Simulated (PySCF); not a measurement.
Species: 2-pyridinemethanethiol, C6H7NS.
Bonds: S1–C2, C2–C3, C3–C4 (aromatic), C4–C5 (aromatic), C5–C6 (aromatic), C6–C7 (aromatic), C7–N8 (aromatic), C3–N8 (aromatic). Hydrogens: H9 on S1; H10, H11 on C2; H12 on C4; H13 on C5; H14 on C6; H15 on C7.

The geometry is computed with GFN2-xTB (gas phase).

Q: Give the optimised bond lengths and angles.

A: 
| bond | length (Å) | order |
| --- | --- | --- |
| S1–C2 | 1.837 | single |
| C2–C3 | 1.493 | single |
| C3–C4 | 1.392 | aromatic |
| C4–C5 | 1.384 | aromatic |
| C5–C6 | 1.387 | aromatic |
| C6–C7 | 1.386 | aromatic |
| C7–N8 | 1.321 | aromatic |
| C3–N8 | 1.327 | aromatic |
| S1–H9 | 1.330 | single |
| C2–H10, C2–H11 | 1.089 | single |
| C4–H12 | 1.079 | single |
| C5–H13 | 1.080 | single |
| C6–H14 | 1.079 | single |
| C7–H15 | 1.082 | single |

Bonds in one row agree within 0.01 Å and their mean is given. Orders are formal, as drawn. A selection of angles:
| angle | degrees |
| --- | --- |
| S1–C2–C3 | 110.2 |
| C2–C3–C4 | 121.5 |
| C2–C3–N8 | 116.0 |
| C4–C3–N8 | 122.5 |
| C3–C4–C5 | 118.6 |
| C4–C5–C6 | 118.9 |
| C5–C6–C7 | 118.1 |
| C6–C7–N8 | 123.4 |
| C3–N8–C7 | 118.6 |
| H9–S1–C2 | 95.4 |

Dihedral angles: S1–C2–C3–C4 82° (synclinal); H9–S1–C2–C3 61° (synclinal). The mirror-image conformer, all signs reversed, is as good.

The 6-membered ring C3–C4–C5–C6–C7–N8 has internal angles of 118.1° to 123.4°; it is planar, 0.00 Å rms from its mean plane, widest ring torsion 1°. N8 (pyridine-type nitrogen) is bent (angle 118.6°). The 5 C–C bonds span 1.384 Å (C4–C5, aromatic) to 1.493 Å (C2–C3, drawn single), a spread of 0.109 Å.

Point group: C1 (no symmetry element, even within 0.4 Å). No frequency check. One conformer, not necessarily the lowest (H–S1–C2–C3 61°, S1–C2–C3–C4 82°).
